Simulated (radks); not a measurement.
Effect of the nuclear size on the bromine ion Br3+, [Ar] 3d10 4s2 4p2. Calculated with a radial shooting solver on a logarithmic mesh with Libxc functionals: Dirac Kohn-Sham, PBE, spin-unpolarised, spherical densities, finite nucleus; open shells fill j = l - 1/2 first; Fermi nuclear charge, rms radius 4.1629 fm. The rms radius is varied about that value; shifts are against it.

| rms radius (fm) | total energy shift (eV) | density at nucleus (e/bohr^3) | 1s1/2 shift (meV) | 2s1/2 shift (meV) | 3s1/2 shift (meV) | 3p1/2 shift (meV) | 4s1/2 shift (meV) | 5s1/2 (empty) shift (meV) |
|---|---|---|---|---|---|---|---|---|
| 3.3844 | -0.184 | 4.509e+04 | -78.1 | -7.84 | -1.22 | 0.130 | -0.142 | -0.034 |
| 3.9964 | -0.0424 | 4.452e+04 | -18.0 | -1.80 | -0.280 | 0.030 | -0.033 | -0.008 |
| 4.1629 | 0 | 4.439e+04 | 0.000 | 0.000 | 0.000 | 0.000 | 0.000 | 0.000 |
| 4.5292 | 0.0988 | 4.41e+04 | 41.9 | 4.20 | 0.652 | -0.070 | 0.076 | 0.018 |
| 5.1953 | 0.298 | 4.365e+04 | 126 | 12.7 | 1.97 | -0.210 | 0.230 | 0.055 |

Slopes of the eigenvalues against <r^2> in GHz/fm^2, as finite differences over the two radii next to the reference (eigenvalue slopes, not the field-shift constants of lines): 1s1/2 3190, 2s1/2 320, 3s1/2 49.6, 3p1/2 -5.29, 4s1/2 5.79.
